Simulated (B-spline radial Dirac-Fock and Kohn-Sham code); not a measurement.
Dipole and non-dipole photoemission parameters of As 4p3/2

System: the As atom, [Ar] 3d10 4s2 4p3; threshold 7.35 eV (orbital energy of the model). The computed values come from a radial atomic solver: Dirac-Hartree-Slater photoionisation with a Latter tail; cross sections with all multipoles, angular parameters from the dipole term and its interference with E2.

```tsv
hν (eV)	σ (kb)	β	γ	δ
72.7	52.5	-0.144	-0.030	0.021
77.5	50.1	-0.061	-0.022	0.022
80	49.2	-0.010	-0.015	0.023
82.1	48.4	0.035	-0.008	0.023
97.1	44.5	0.356	0.051	0.021
116	40.4	0.671	0.111	0.016
149	34.4	1.020	0.153	0.009
150	34.2	1.028	0.154	0.008
153	33.7	1.050	0.155	0.008
185	28.9	1.240	0.149	0.004
238	22.7	1.417	0.109	0.000
275	19.4	1.489	0.078	-0.001
300	17.5	1.526	0.058	-0.001
314	16.5	1.543	0.048	-0.001
411	?	?	?	?
597	6.35	1.663	-0.022	0.001
600	6.29	1.663	-0.021	0.001
697	4.83	1.667	-0.008	0.002
910	2.91	1.659	0.047	0.004
1253.6	1.50	1.624	0.163	0.007
1850	0.612	1.550	0.366	0.014
2650	0.249	1.455	0.596	0.026
2840	0.207	1.434	0.644	0.029
3480	0.120	1.366	0.786	0.040
4000	0.0815	1.316	0.885	0.050
4940	0.0446	1.233	1.035	0.067
5414.7	0.0341	1.196	1.100	0.076
5870	0.0268	1.161	1.156	0.085
12000	0.00286	0.831	1.605	0.199
```

Task: Give the values at 411 eV.

Result: σ = 11.4 kb, β = 1.616, γ = -0.002, δ = -0.001.
